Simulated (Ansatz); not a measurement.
**Which isomer of H10NSi3+ gives these data?**

These gas-phase data were calculated for one isomer of H10NSi3+ at B3LYP-D3(BJ)/def2-SVP (harmonic, unscaled wavenumbers; equilibrium rotational constants with average atomic masses):

```
rotational constants            : 2.833, 2.833, 1.541 GHz
all wavenumbers above 1500 cm⁻¹ : 3419, 2318, 2315, 2315, 2311, 2311, 2307, 2284, 2280, 2280
```

Candidates:

(1) `[SiH3][NH+]([SiH3])[SiH3]`, a singlet
(2) `[SiH3][NH2+][SiH2][SiH3]`, a singlet

Which candidate do the data belong to?

Candidate (1). 1 mode lies between 3250 and 3800 cm⁻¹, one for each N–H bond, while (2) has 2.

The same quantities for all candidates:

```tsv
	rotational constants (GHz)	wavenumbers above 1500 cm⁻¹	E above the lowest, B3LYP-D3(BJ)/def2-SVP (kcal/mol)
(1)	2.833, 2.833, 1.541	3419, 2318, 2315, 2315, 2311, 2311, 2307, 2284, 2280, 2280	0.0
(2)	4.361, 1.666, 1.312	3468, 3412, 2321, 2320, 2289, 2282, 2276, 2262, 2259, 2240, 1571	5.9
```

Harmonic stretches to hydrogen usually lie a few per cent above observed fundamentals. Each candidate is one conformer. Programs: Ansatz 0.2.0.
